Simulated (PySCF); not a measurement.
Compound: C5H10OSi.
Geometry (PBE0-D3(BJ)/def2-SVP, Å), atoms numbered from 1 in this order:
```
atom  x, y, z in Å
C1     3.926    0.766    0.085
C2     2.644    0.085    0.009
C3     1.581   -0.497   -0.060
C4     0.275   -1.128   -0.116
Si5   -1.053    0.131    0.323
O6    -2.508   -0.680    0.259
C7    -3.754   -0.086    0.486
H8     3.799    1.838    0.307
H9     4.477    0.685   -0.865
H10    4.559    0.335    0.876
H11    0.202   -1.973    0.591
H12    0.061   -1.531   -1.120
H13   -1.041    1.263   -0.657
H14   -0.814    0.679    1.694
H15   -3.964    0.728   -0.234
H16   -3.837    0.333    1.506
H17   -4.539   -0.849    0.370
```

Level: PBE0/pcSseg-1 in PySCF, non-relativistic, on one gas-phase PBE0-D3(BJ)/def2-SVP geometry that isn't relaxed in the solvent. The solvent is an IEF-PCM continuum (Bondi radii, 1.10 Å for H, scaled by 1.2). Specific hydrogen bonds and non-electrostatic terms are outside this model.

| run | E − E(gas) (kJ/mol) | HOMO (eV) | HOMO–LUMO gap (eV) | dipole (D) |
| --- | --- | --- | --- | --- |
| gas | 0.00 | -6.99 | 7.80 | 0.83 |
| P | -18.56 | -7.16 | 7.92 | 1.06 |
| Q | -15.01 | -7.12 | 7.90 | 1.01 |

Q: The runs were made in tetrahydrofuran and water. Which run belongs to which solvent?

A: P = water, Q = tetrahydrofuran. The dielectric constants are 7.426 (tetrahydrofuran), 78.36 (water), and the energy falls further as ε rises. In this model the ground state sees the solvent through ε alone.

Q: How constant is the ratio of the lowering to (ε − 1)/(2ε + 1)?

A: 
| solvent | (ε − 1)/(2ε + 1) | E − E(gas) (kJ/mol) | ratio (kJ/mol) | polarisation term (kJ/mol) |
| --- | --- | --- | --- | --- |
| tetrahydrofuran | 0.405 | -15.01 | -37.0 | -16.41 |
| water | 0.490 | -18.56 | -37.8 | -20.71 |

The ratio changes by +2.2 % in size from tetrahydrofuran to water. The polarisation term is half the interaction of the solute with the induced surface charges.
